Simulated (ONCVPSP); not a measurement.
Before and after: ONCV potential for arsenic

ONCVPSP 4.0.1 input, shortened (lines: element, Z, core and valence counts, functional; n l f; lmax; l rc ep ncon nbas qcut; lloc lpopt rc5 dvloc0; l nproj debl; icmod fcfact rcfact), PBE, scalar-relativistic:

```
  As 33.00    5    3        4      upf
    1    0    2.00
    2    0    2.00
    2    1    6.00
    3    0    2.00
    3    1    6.00
    3    2   10.00
    4    0    2.00
    4    1    3.00
    2
    0    1.55    0.00    3    6    3.70
    1    1.85    0.00    3    6    3.90
    2    0.95    0.00    3    7   15.40
    4    5    0.95    6.00
    0    2    1.20
    1    2    3.10
    2    2    1.60
    3    5.50    1.75
```

Change: s: qcut 4; p: qcut 4.2; d: qcut 16.6.

Cutoffs: the cutoffs (Ha) at which the residual kinetic energy of the hardest occupied pseudo-wave falls to 1 and 0.1 mHa per electron; they do not see the model core or the augmentation charge, which bear on the density cutoff. Errors are all-electron minus pseudo energies relative to the spin-unpolarised reference configuration.

Question: How do hardness, ghosts and transferability respond?

Answer: The potential gets harder (101 Ha and 111 Ha → 110 Ha and 122 Ha); of the 4 tests that both files solve, the error grows in 1 and shrinks in 1 by more than 15 % and 0.3 meV (median size 6.2 → 4.7 meV); neither file shows a bound ghost.

```csv
quantity,base,changed
"cutoff, loose",101 Ha,110 Ha
"cutoff, tight",111 Ha,122 Ha
loose cutoff by channel,"s 25 Ha, p 6.5 Ha, d 101 Ha","s 15 Ha, p 6.7 Ha, d 110 Ha"
bound ghosts,none,none
GHOST(+) flags under 300 eV,s at 70.9 eV,s at 66.3 eV
"error for 3d10 4s2 4p2, meV [ΔE 9.15 eV]",-0.9,-1.0
"error for 3d10 4s2 4p1, meV [ΔE 27.07 eV]",-4.5,-4.1
"error for 3d10 4s2 4p0, meV [ΔE 54.77 eV]",-7.9,-5.2
"error for 3d10 4s1 4p0, meV [ΔE 105.42 eV]",+35,+44
s: phases at 1.57 bohr within 0.05 rad from the reference energy up to (Ha; the scan ends near 5),2.5,2.4
p: phases at 1.87 bohr within 0.05 rad from the reference energy up to (Ha; the scan ends near 5),4.4,4.4
d: phases at 0.96 bohr within 0.05 rad from the reference energy up to (Ha; the scan ends near 5),to the end of the scan,to the end of the scan
"rms error of d²Exc/dni dnj with the model core, mHa",0.40,0.38
```
